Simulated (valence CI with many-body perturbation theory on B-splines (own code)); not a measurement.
**E1 line list for Tb¹⁶⁺**

Calculated by valence CI with perturbative core correlation (CI+MBPT): three valence electrons over a frozen Dirac-Fock core [Kr] 4d10, a basis of 8 s, 8 p, 9 d, 9 f, 6 g, 3 h, 2 i functions for each j, with the one-electron correlation potential Σ1, the two-electron term Σ2, the three-electron term Σ3, Breit, model QED; selected CI, second order for the rest (own B-spline code, finite nucleus).

No measured levels were compared; by estimate terms of the open shell hold to a few per cent of their energy, and close levels can change places. Core correlation moves these levels by up to 38000 cm⁻¹, and in measured spectra 5 to 20 % of such shifts remained as error; rates that hang on mixing are uncertain with them.

Lines 1 to 50 of 193 in falling wavelength, among levels below 22.602 eV, chosen from the strongest by gf and those to the six lowest levels. Wavelengths and rates use the calculated energies, so an error of 2000 cm⁻¹ moves a line at 431.6 nm by 8.6 % and its rate by three times that or more. Electric multipoles are in the length gauge, E1 and E2 with the static RPA response of the core. Weak lines are less certain than strong ones. Lines between different terms over intervals too small for the method are left out, as are lines whose strength nearly cancels. Where a level lies close to another of its J and parity, the split of strength between their lines is uncertain. The highest levels of a list are the least certain.

Names give the largest LS component (configuration and term), which can be under half, so a name can repeat, a term be missing and a line seem to break the LS rules; names also repeat where a configuration has a term twice. Letters in brackets count levels of one name in rising energy.

```
λ vac (nm)           Upper             Lower   A (s⁻¹)  log gf  Branch %
     431.6   4f2.5s 2F_7/2   4f3 2F°_7/2 [b]  2.61e+01   -6.23       0.0
     362.9   4f2.5s 2D_3/2   4f3 2F°_5/2 [b]  9.47e+01   -6.13       0.1
     208.3   4f2.5s 2G_7/2   4f3 2G°_7/2 [b]  5.40e+02   -5.55       1.5
     201.4   4f2.5s 2F_5/2   4f3 2G°_7/2 [b]  1.58e+03   -5.24       2.7
     197.9   4f2.5s 2G_7/2   4f3 2G°_9/2 [b]  3.35e+02   -5.80       0.9
     185.3   4f2.5s 2G_9/2   4f3 2G°_7/2 [b]  2.81e+02   -5.84       1.0
     177.0   4f2.5s 2G_9/2   4f3 2G°_9/2 [b]  1.30e+03   -5.21       4.8
     168.3   4f2.5s 2F_7/2   4f3 2G°_7/2 [b]  5.23e+02   -5.75       0.8
     166.6   4f2.5s 4H_9/2   4f3 2H°_9/2 [b]  1.41e+02   -6.23       1.5
     161.4   4f2.5s 2F_7/2   4f3 2G°_9/2 [b]  4.00e+03   -4.90       6.2
     152.8   4f2.5s 2F_5/2   4f3 2F°_7/2 [a]  3.27e+02   -6.16       0.6
     150.9   4f2.5s 2G_7/2   4f3 2F°_5/2 [a]  2.41e+02   -6.18       0.6
     148.9   4f2.5s 2H_9/2  4f3 2H°_11/2 [b]  3.42e+02   -5.95       1.2
     140.9   4f2.5s 4F_9/2  4f3 2H°_11/2 [b]  5.24e+02   -5.81       1.6
     138.8   4f2.5s 2H_9/2   4f3 2H°_9/2 [b]  1.13e+03   -5.49       3.8
     135.0   4f2.5s 2H_9/2       4f3 4D°_7/2  3.73e+02   -5.99       1.3
     134.7   4f2.5s 4F_3/2       4f3 4D°_1/2  1.11e+03   -5.92       3.5
     134.4  4f2.5s 4H_11/2      4f3 2I°_11/2  2.26e+02   -6.13       2.2
     133.0   4f2.5s 2F_7/2   4f3 2F°_7/2 [a]  4.98e+02   -5.98       0.8
     131.8   4f2.5s 4F_9/2   4f3 2H°_9/2 [b]  5.27e+02   -5.86       1.6
     131.8   4f2.5s 4F_7/2       4f3 4D°_7/2  3.01e+02   -6.20       0.9
     130.9  4f2.5s 4H_13/2      4f3 2I°_13/2  2.48e+02   -6.05       2.2
     129.9   4f2.5s 2F_5/2   4f3 2D°_5/2 [b]  7.50e+02   -5.94       1.3
     128.8   4f2.5s 2F_7/2   4f3 2F°_5/2 [a]  1.41e+03   -5.55       2.2
     128.7  4f2.5s 2H_11/2  4f3 2H°_11/2 [b]  2.45e+03   -5.14       5.3
     128.4   4f2.5s 4F_9/2       4f3 4D°_7/2  3.14e+03   -5.11       9.7
     127.3   4f2.5s 2F_5/2   4f3 2D°_3/2 [b]  2.39e+03   -5.46       4.1
     126.1   4f2.5s 4F_5/2       4f3 4D°_3/2  2.36e+03   -5.47       6.8
     125.8   4f2.5s 4F_5/2       4f3 4D°_5/2  4.13e+02   -6.23       1.2
     125.4   4f2.5s 4F_5/2       4f3 2P°_3/2  4.30e+02   -6.22       1.2
     124.4   4f2.5s 2H_9/2      4f3 2I°_11/2  9.64e+03   -4.65      32.7
     124.3   4f2.5s 2G_7/2   4f3 2H°_9/2 [b]  1.69e+03   -5.50       4.6
     122.6   4f2.5s 2G_9/2  4f3 2H°_11/2 [b]  1.57e+03   -5.45       5.8
     121.9   4f2.5s 2D_5/2   4f3 2F°_7/2 [a]  2.05e+03   -5.56       1.8
     120.3   4f2.5s 4F_7/2       4f3 4D°_5/2  4.54e+03   -5.10      13.6
     118.7   4f2.5s 4F_9/2      4f3 2I°_11/2  3.04e+03   -5.19       9.4
     118.4   4f2.5s 2D_5/2   4f3 2F°_5/2 [a]  9.01e+02   -5.94       0.8
     117.2   4f2.5s 2D_3/2   4f3 2F°_5/2 [a]  3.74e+03   -5.51       3.9
     116.9  4f2.5s 4H_11/2   4f3 2G°_9/2 [a]  4.21e+02   -5.99       4.1
     116.4   4f2.5s 4H_9/2       4f3 4G°_7/2  1.16e+03   -5.63      12.4
     115.5  4f2.5s 2H_11/2      4f3 2I°_13/2  2.29e+04   -4.26      49.7
     115.3   4f2.5s 2F_7/2   4f3 2D°_5/2 [b]  1.73e+03   -5.56       2.7
     115.2   4f2.5s 4F_3/2       4f3 2P°_1/2  1.05e+03   -6.08       3.4
     113.1   4f2.5s 4H_7/2       4f3 4G°_5/2  2.10e+03   -5.49      24.2
     113.0   4f2.5s 2G_9/2       4f3 4D°_7/2  2.45e+03   -5.33       9.0
     111.4   4f2.5s 2G_7/2       4f3 4D°_5/2  1.36e+03   -5.69       3.7
     111.0  4f2.5s 4H_11/2       4f3 4G°_9/2  2.79e+03   -5.21      27.1
     110.1   4f2.5s 4H_9/2   4f3 2G°_7/2 [a]  1.24e+03   -5.65      13.3
     109.9  4f2.5s 2H_11/2      4f3 2I°_11/2  1.17e+03   -5.59       2.6
     109.5  4f2.5s 4H_13/2      4f3 4G°_11/2  3.83e+03   -5.02      34.5
```

(1) How does gf follow from A for the line at 128.8 nm?

Answers

(1) gf = 1.4992 × (2J+1)_upper × A / σ², with σ = 77652 cm⁻¹ and 2J+1 = 8: gf = 2.81e-06.
